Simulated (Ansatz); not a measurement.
Cu2Sn⁻. Total charge -1; doublet. Geometry PBE-D4/def2-TZVP, that of the neutral singlet; atoms count from 1.

Cartesian coordinates in Å:
```
Cu 0.601 0.827 -1.048
Cu 0.720 -1.126 0.597
Sn -1.321 0.299 0.451
```

In the def2 sets Sn takes a core potential; there is no spin–orbit coupling. The structure comes from a short search, and lower isomers may exist.

Q: Estimate the Mulliken populations from the PBE0/def2-TZVPD orbitals of Ansatz.

A: 
```
atom  charge (e)  spin (α − β)  d electrons
 Cu1       -0.37         -0.02         9.90
 Cu2       -0.37         -0.02         9.90
 Sn3       -0.27          1.05            –
```
Mulliken values and Mayer orders depend strongly on the basis. With diffuse functions, as here, like atoms can get unlike values, and bond orders can come out too low or too high.

Q: Where does the spin sit?

A: Summed by element: Cu -0.05, Sn 1.05, of 1 unpaired in all. Largest on single atoms: Sn3 1.05, Cu2 -0.02, Cu1 -0.02.

Q: And the Mayer bond orders between bonded heavy atoms (over 0.3)?

A: Cu1–Cu2 0.76 (2.56 Å); Cu1–Sn3 1.18 (2.49 Å); Cu2–Sn3 1.18 (2.49 Å).
